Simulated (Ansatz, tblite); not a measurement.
Cost and result up the ladder for Li7H8⁻ (15 atoms). Charge -1, multiplicity 1. Geometry: PBE0-D4/def2-TZVPD.

```xyz
15

Li   -0.262    0.429    0.315
Li   -0.423   -1.595    1.874
Li   -2.567   -2.349    0.836
Li   -2.208   -0.643   -0.956
Li    2.205    0.648    0.961
Li    2.673    2.175   -0.964
Li    0.399    1.635   -1.845
H     1.859    2.353   -2.540
H    -1.686   -0.590    0.872
H    -0.948    0.501   -1.517
H     3.671    1.361    0.270
H    -1.445   -3.031    2.042
H     0.996    1.720   -0.043
H     0.970   -0.535    1.491
H    -3.233   -2.077   -0.795
```

Ansatz on 4 threads of Arm Neoverse V2 on a shared host; xTB runs through tblite on one thread. Times are rough, summed over both states, and most runs start from the orbitals of an earlier one. RPA@PBE/def2-TZVPD serves as the yardstick here, not as an exact answer. Differences are given only for rows in sets of like size (and for xTB, whose basis is part of the method), since another set adds its own error. The other state is a triplet at its own geometry, which has other bonds, so the gap mixes isomer and spin.

The xTB rows come from tblite. LC-ωPBE has ω = 0.4 bohr⁻¹. B3LYP takes the VWN-RPA correlation. HSE06 is defined as in plane-wave codes, on full-range PBE exchange. Correlated methods freeze no core orbitals; core or outer-core shells of Li are correlated, in sets that lack core-valence functions. The structure comes from a short search, and lower isomers may exist.

Correlated methods converge slowly with the basis.

xTB has no spin-polarisation term.

```tsv
level	functions	wall time	triplet − singlet (eV)	difference from RPA@PBE/def2-TZVPD (eV)	remarks
GFN1-xTB	44	0.01 s	2.46	-0.91	–
GFN2-xTB	36	0.017 s	5.44	2.06	–
HF/6-31G	79	0.8 s	4.20	–	–
B3LYP-D4/6-31G	79	4.1 s	3.35	–	HOMO above zero (triplet)
PBE-D4/def2-TZVPD	191	6.1 s	2.64	-0.74	HOMO above zero (triplet)
PBE0-D4/def2-TZVPD	191	7.3 s	3.12	-0.25	HOMO above zero (triplet)
B3LYP-D4/def2-TZVPD	191	8 s	3.25	-0.12	HOMO above zero (triplet)
HSE06-D4/def2-TZVPD	191	8 s	3.08	-0.30	HOMO above zero (triplet)
r2SCAN-D4/def2-TZVPD	191	11 s	2.85	-0.53	HOMO above zero (triplet)
BHLYP-D4/def2-TZVPD	191	12 s	3.78	0.41	HOMO above zero (triplet)
LC-ωPBE/def2-TZVPD (with forces)	191	12 s	3.93	0.56	–
RPA@PBE/def2-TZVPD	191	13 s	3.37	0.00	–
B97M-V/def2-TZVPD	191	26 s	3.20	-0.17	HOMO above zero (triplet)
```
